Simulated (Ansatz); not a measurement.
Program: Ansatz. Geometries: PBE0-D4/def2-TZVP. ΔE: electronic, gas phase. CCSD(T)/CBS is the MP2 limit (def2-TZVPP, def2-QZVPP) plus CCSD(T) − MP2 in def2-TZVPP, frozen cores. DFT in def2-TZVPP. B3LYP here is the variant with VWN-RPA as its local correlation; programs differ in this. For Ge, Se outer-core shells are correlated without core-valence functions, which leaves a few kJ/mol of doubt a bond. Scalar relativity is left out up to krypton. One conformer a species, not always the lowest.

Reaction (substitution at a C–N bond): `C[N](C)[GeH3]` + `OC(F)[SeH]` → `COC(F)[SeH]` + `C[NH][GeH3]`

```csv
level,ΔE (kJ/mol),difference from CCSD(T)/CBS
PBE-D4,27.7,2.9
r2SCAN-D4,25.0,0.2
PBE0-D4,26.7,1.9
B3LYP-D4,22.4,-2.4
ωB97X-V,21.2,-3.6
ωB97M-V,23.0,-1.8
B2PLYP,21.1,-3.7
r2SCAN,24.5,-0.3
PBE0,24.7,-0.1
HF/def2-TZVPP,11.1,-13.7
CCSD(T)/def2-TZVPP,23.8,-1.0
HF/def2-QZVPP,10.6,-14.2
MP2/def2-QZVPP,28.6,3.8
SCS-MP2/def2-QZVPP,23.5,-1.3
MP2/CBS(def2),29.2,4.4
CCSD/CBS(def2),23.1,-1.7
CCSD(T)/CBS,24.8,0
```

Largest T1 diagnostic among the species: 0.011.

The D4 term adds +4.1 kJ/mol with B3LYP and +2.0 kJ/mol with PBE0; it sums over pairs of atoms, weighted by their polarisabilities, and B3LYP, whose exchange is more repulsive, gets the larger term. In def2-TZVPP, CCSD(T) changes the Hartree–Fock value by +12.6 kJ/mol (the triples alone add +1.7 kJ/mol) and MP2 by +17.0 kJ/mol.
